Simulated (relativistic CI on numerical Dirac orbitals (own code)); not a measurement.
Calculated at this level of theory: Dirac-Coulomb-Breit CI, orbitals from a KLI potential per configuration, model QED (radiative potential, 1s self-energy scaled to tabulated hydrogen-like ionisation energies), unscaled Slater integrals (own radial code, finite nucleus).

The strongest absorption lines from the ground level of an ion, among the configurations computed and to levels below about 2940 eV (vacuum wavelength in nm, gf): 0.54305 (0.46), 0.60049 (1.2), 0.62561 (0.052), 0.66127 (6.4), 0.68222 (1.6), 0.70867 (0.37), 0.82383 (0.28), 0.83819 (0.14).

Question: Which ion is it?
A. Yb44+
B. Pt50+
C. Dy38+
D. Yb42+

Answer: D. Yb42+ has 28 electrons and the ground level 3s2.3p6.3d10 1S_0; the strongest line goes to 3s2.3p6.3d9.4f 1P°_1. The pattern of lines fixes the number of electrons, and along that sequence the line energies rise steadily with the charge (about as its square where n changes within one kind of shell, about linearly where n is kept but much faster in heavy ions where fine structure, which grows about as Z⁴, sets the gap, and irregularly where shells cross), which fixes Z. Configurations outside the model, such as inner-shell arrays, can give stronger lines. At this charge energies of transitions that change n are usually good to better than 1 %, and those within a shell (Δn = 0) to a few per cent.

LS names give the leading component of a level, which can be under half, so a name can repeat, a term be missing and a line seem to break the LS rules.
